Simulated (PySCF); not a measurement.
Protons, H atoms and electrons added to or taken from C[GeH3]. Isolated molecules, 0 K electronic values unless said otherwise. Strings in code marks are SMILES.

Quantity: vertical detachment energy (energy after one electron is removed minus that of the parent at the parent's geometry), in eV. Levels without diffuse functions put anions too high.

Level 1: ωB97X-D3(BJ)/def2-TZVPD // PBE0-D3(BJ)/def2-TZVPD (PySCF)
Level 2: minus the HOMO energy of HF/3-21G // PBE0-D3(BJ)/def2-TZVPD (PySCF)
Level 3: minus the HOMO energy of HF/6-31G* // PBE0-D3(BJ)/def2-TZVPD (PySCF)
Level 4: minus the HOMO energy of PBE-D3(BJ)/def2-TZVPD // PBE0-D3(BJ)/def2-TZVPD (PySCF)

```
species                                    level 2  level 3  level 4
-----------------------------------------  -------  -------  -------
`[CH3][GeH2-]`                                1.45     1.65    -1.03
`[CH2-][GeH3]` (not the most acidic site)     1.10     1.27    -1.49
```

Q: What does level 1 give for each?

A: 
- `[CH3][GeH2-]`: 1.94
- `[CH2-][GeH3]` (not the most acidic site): 1.39
